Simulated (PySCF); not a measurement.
Ge(F)(Et)(Vi)2, C6H11FGe, SMILES C=[CH][Ge]([F])([CH]=C)[CH2]C at its GFN2-xTB optimised geometry (Å):

```
19

C      0.6738    -3.2571     2.4725
C     -0.2393    -2.7096     1.6895
Ge     0.1915    -1.7762     0.0000
F      1.9792    -1.7762     0.0000
C     -0.2089     0.1599     0.0000
C     -1.2522     0.7111    -0.5950
C     -0.2885    -2.7542    -1.6891
C      0.2710    -2.0721    -2.9282
H      0.4213    -3.7624     3.3935
H      1.7203    -3.2158     2.2167
H     -1.2858    -2.7547     1.9588
H      0.5011     0.7803     0.5309
H     -1.4326     1.7762    -0.5728
H     -1.9792     0.1227    -1.1331
H     -1.3737    -2.8326    -1.7532
H      0.1070    -3.7669    -1.6046
H     -0.1296    -1.0649    -3.0297
H      0.0185    -2.6365    -3.8249
H      1.3542    -1.9991    -2.8592
```

Method: B3LYP/def2-SVP in PySCF.

Map of the electrostatic potential (hartree/e), clipped to [-0.08, 0.12] on the plane z = 0.6 Å:

```
|-----------------------------|
|-----------------------------|
|-------=====-----------------|
|------=======----------------|
|-----=========---------------|
|-----============------------|
|------=============----------|
|------==============---------|
|-------=======++*++=---------|
|-------=====++#@@@*==--------|
|-------===++*%@@@@@+=------:-|
|-------==++#@@@@@@@+=---:::::|
|--------==*@@@@@@@@+=-:::::::|
|---------=*@@@@@@@#=-::::::::|
|---------=*@@@@@@#+=-::::::::|
|---------=+@@@@@@#+-:......::|
|=====---==+%@@@@@@*=:.   ...:|
|=========+*%@@@@@@@+:.    ...|
|========+*%@@@@@@@@#+=:    ..|
|=======+*#@@@@@@@@@@@@%:   ..|
|======++*#@@@@@@@@@@@@@=   ..|
|======++*#@@@@@@@@@@@@@-   ..|
|======++*#@@@@@@@@@@%#=.   ..|
|=======++*%@@@@@@@@*-:    ...|
|=======+++*%@@@@@@#=:.   ...:|
|=========++*#%@%%*+-:......::|
|===========++**++==-:::..::::|
|================----:::::::::|
|=========------------::::::::|
```
Scale: ten equal steps from -0.068 (start of ' ') to 0.120 (end of '@'), in the order ' .:-=+*#%@'; x runs from -4.00 to 4.00, y from -4.00 (bottom) to 4.00 (top).
